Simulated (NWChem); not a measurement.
# SrHSCl; SMILES [SH][Sr][Cl]

```xyz
4

Sr    -0.4742    -0.0375     0.0001
Cl     0.5433    -2.4375    -0.0001
S      0.5900     2.4884     0.0001
H     -0.6578     3.0481    -0.0040
```
Atoms are numbered in this order, from 1.

All runs: NWChem. Coordinates come from a PBE-D3(BJ)/def2-SVP optimisation. def2 effective core potentials on Sr; no spin-orbit coupling. Ions are spin-unrestricted doublets at the neutral geometry; other ion states weren't tried. Functional: LC-ωPBE (HJS hole) with def2-SVP; rows give the range parameter ω in 1/bohr.

| range parameter (1/bohr) | vertical ionisation energy, ΔSCF (eV) | −ε(HOMO) (eV) | ΔSCF minus −ε(HOMO) (eV) |
|---|---|---|---|
| 0.05 | 8.39 | 5.99 | 2.40 |
| 0.10 | 8.71 | 6.69 | 2.02 |
| 0.15 | 8.86 | 7.28 | 1.58 |
| 0.35 | 8.72 | 8.77 | -0.05 |
| 0.50 | 8.72 | 9.31 | -0.59 |
